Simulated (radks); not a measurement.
The numbers below are computed, except where a source is named.
Q: The mean radii <r> (bohr) of the occupied orbitals of an atom or ion are listed with their occupations. Level of theory: scalar-relativistic Kohn-Sham, SCAN, spin-polarised, spherical densities, finite nucleus; meta-GGA in the generalised Kohn-Sham scheme; Fermi nuclear charge, rms radius of each element as measured or else 0.836 A^(1/3) + 0.57 fm (a radial shooting solver on a logarithmic mesh with Libxc functionals).

| orbital | occ. | <r> |
|---|---|---|
| 1s down | 1 | 0.02112 |
| 1s up | 1 | 0.02112 |
| 2s up | 1 | 0.08972 |
| 2s down | 1 | 0.08972 |
| 2p up | 3 | 0.07944 |
| 2p down | 3 | 0.07944 |
| 3s up | 1 | 0.2342 |
| 3s down | 1 | 0.2340 |
| 3p up | 3 | 0.2333 |
| 3p down | 3 | 0.2330 |
| 3d up | 5 | 0.2123 |
| 3d down | 5 | 0.2119 |
| 4s up | 1 | 0.5280 |
| 4s down | 1 | 0.5286 |
| 4p up | 3 | 0.5580 |
| 4p down | 3 | 0.5588 |
| 4d up | 5 | 0.6001 |
| 4d down | 5 | 0.6021 |
| 5s up | 1 | 1.149 |
| 5s down | 1 | 1.163 |
| 4f up | 7 | 0.6971 |
| 4f down | 1 | 0.7085 |

Name the element and its charge. Open shells, if any, are filled with parallel spins first.

A: Z = 66, dysprosium, charge +10: Dy10+ in [Kr] 4d10 4f8 5s2. The 1s radius gives Z: for a bare nucleus <r> = (2 gamma + 1)/(2Z) with gamma = sqrt(1 - (Z/c)^2), 0.02085 bohr for Z = 66, and screening makes it slightly larger (0.02112 here). The occupations add up to 56, and the charge is Z minus that.
